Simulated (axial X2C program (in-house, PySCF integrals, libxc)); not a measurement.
**Curves of FTbF from open-shell CI on f9 s0**

Calculated with an axial X2C code built on PySCF integrals: two-component X2C with atomic mean-field Coulomb and Gaunt terms, basis F dyall-av3z, Tb dyall-v3z (cores contracted in-house). Orbitals come from Hartree–Fock averaged over the configuration Tb f9 s0; CI then distributes these electrons over the f, s shells of Tb.

Scan along the symmetric stretch (R is each bond); masses F 18.998 u, Tb 158.925 u, F 18.998 u. Energies in cm⁻¹ from the lowest point; levels are followed by energy order within each Ω. Lowest level at 2.180 Å: 100% f9.

```json
{"R (Å)": "2.027", "(1)Ω=15/2": "3066", "(1)Ω=13/2": "3933", "(1)Ω=11/2": "4796", "(1)Ω=9/2": "5582", "(1)Ω=7/2": "6117", "(1)Ω=5/2": "6272", "(1)Ω=1/2": "6196"}
{"R (Å)": "2.104", "(1)Ω=15/2": "566", "(1)Ω=13/2": "1374", "(1)Ω=11/2": "2168", "(1)Ω=9/2": "2874", "(1)Ω=7/2": "3353", "(1)Ω=5/2": "3531", "(1)Ω=1/2": "3523"}
{"R (Å)": "2.180", "(1)Ω=15/2": "0", "(1)Ω=13/2": "753", "(1)Ω=11/2": "1484", "(1)Ω=9/2": "2122", "(1)Ω=7/2": "2556", "(1)Ω=5/2": "2745", "(1)Ω=1/2": "2785"}
{"R (Å)": "2.267", "(1)Ω=15/2": "991", "(1)Ω=13/2": "1686", "(1)Ω=11/2": "2350", "(1)Ω=9/2": "2920", "(1)Ω=7/2": "3313", "(1)Ω=5/2": "3505", "(1)Ω=1/2": "3582"}
{"R (Å)": "2.354", "(1)Ω=15/2": "3181", "(1)Ω=13/2": "3823", "(1)Ω=11/2": "4428", "(1)Ω=9/2": "4939", "(1)Ω=7/2": "5295", "(1)Ω=5/2": "5485", "(1)Ω=1/2": "5586"}
{"R (Å)": "2.453", "(1)Ω=15/2": "6615", "(1)Ω=13/2": "7201", "(1)Ω=11/2": "7745", "(1)Ω=9/2": "8200", "(1)Ω=7/2": "8521", "(1)Ω=5/2": "8704", "(1)Ω=1/2": "8820"}
{"R (Å)": "2.572", "(1)Ω=15/2": "11519", "(1)Ω=13/2": "12044", "(1)Ω=11/2": "12524", "(1)Ω=9/2": "12921", "(1)Ω=7/2": "13206", "(1)Ω=5/2": "13378", "(1)Ω=1/2": "13502"}
```

Fit the curves (1)Ω=15/2, (1)Ω=13/2, (1)Ω=11/2, (1)Ω=9/2, (1)Ω=7/2, (1)Ω=5/2, (1)Ω=1/2 near their minima.

From the open-shell CI curves, Te from the lowest:

```json
{"level": "(1)Ω=15/2", "Te (cm⁻¹)": "0", "Re (Å)": "2.170", "ωe (cm⁻¹)": "464.9"}
{"level": "(1)Ω=13/2", "Te (cm⁻¹)": "760", "Re (Å)": "2.173", "ωe (cm⁻¹)": "462.5"}
{"level": "(1)Ω=11/2", "Te (cm⁻¹)": "1495", "Re (Å)": "2.176", "ωe (cm⁻¹)": "460.0"}
{"level": "(1)Ω=9/2", "Te (cm⁻¹)": "2135", "Re (Å)": "2.179", "ωe (cm⁻¹)": "457.9"}
{"level": "(1)Ω=7/2", "Te (cm⁻¹)": "2569", "Re (Å)": "2.182", "ωe (cm⁻¹)": "456.7"}
{"level": "(1)Ω=5/2", "Te (cm⁻¹)": "2758", "Re (Å)": "2.181", "ωe (cm⁻¹)": "455.9"}
{"level": "(1)Ω=1/2", "Te (cm⁻¹)": "2798", "Re (Å)": "2.179", "ωe (cm⁻¹)": "455.7"}
```

Without dynamic correlation distances can be off by several hundredths of an Å (long for ionic bonds, short for multiple bonds) and the wavenumbers are rough.

The 7 lowest curves are shown; the next is (1)Ω=3/2, from 2787 cm⁻¹.

Dynamic correlation is missing, so gaps between terms are too wide and other configurations may lie lower; the lowest level listed is that of this model, not necessarily the ground state. At most 4 roots were kept for each Ω > 0 (twice that for Ω = 0) within 2.2 eV of the lowest, so higher up levels can be missing between those listed; levels with Ω > 0 are doubly degenerate and listed once, Ω = 0 levels singly. States that fill the shells left empty in the average are placed too high. The molecule was held linear; bending was not examined.
